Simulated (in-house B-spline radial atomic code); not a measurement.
**How G0W0 and RPA depend on the start: Au**

Configuration [Xe] 4f14 5d10 6s1, highest spin. Computed with a B-spline radial code for spherical atoms: all electrons, scalar-relativistic (spin-free one-electron X2C), finite nucleus, each spin shell either full or empty, empty states to l = 9 with an (l + 1/2)⁻⁴ tail; G0W0 by contour deformation at full frequency.

Without the two-electron picture change, the correlation of inner shells comes somewhat too large for so heavy an element.

RPA overbinds a lone outer s electron by self-correlation, and G0W0 tends to as well.

```
            start  mean-field 6s up (eV)  G0W0 (eV)  QP weight  RPA correlation (Eh)
     Hartree-Fock                 -7.948     -9.229      0.954               -6.6475
         LDA VWN5                 -6.325    -10.203      0.680               -7.1545
              PBE                 -6.066    -10.092      0.668               -7.1462
             PBE0                 -6.718     -9.495      0.875               -7.0059
            HSE06                 -6.350     -9.421      0.822               -7.0189
  B3LYP (VWN-RPA)                 -6.664     -9.524      0.833                -7.036
             TPSS                 -5.985    -10.094      0.629               -7.1247
        BHandHLYP                 -7.282          ?          ?                     ?
        CAM-B3LYP                 -7.888     -9.675      0.928               -6.9769
          LC-wPBE                 -8.844     -9.626      0.947               -6.9786
            wB97X                 -8.482     -9.637      0.944               -6.9498
           PBEsol                 -6.119    -10.134      0.668               -7.1493
             BLYP                 -5.991    -10.072      0.720                 -7.15
          r2SCAN0                 -7.007          ?          ?                     ?
LDA exchange-only                 -5.445     -9.961      0.714               -7.1552
```

**Question.** What G0W0 level, weight and RPA correlation energy follow from the BHandHLYP start?

**Answer.** G0W0 level -9.505 eV, weight 0.926, RPA correlation -6.8804 hartree.

**Question.** What G0W0 level, weight and RPA correlation energy follow from the r2SCAN0 start?

**Answer.** G0W0 level -9.482 eV, weight 0.895, RPA correlation -6.9488 hartree.

**Question.** How much of the dependence on the start does G0W0 remove?

**Answer.** The mean-field levels span 3.4 eV and the G0W0 levels 0.975 eV. Against 9.226 eV (NIST, measured) the G0W0 removal energies are off by +0.00 to +0.98 eV, with spin-orbit coupling, Breit and QED terms left out.
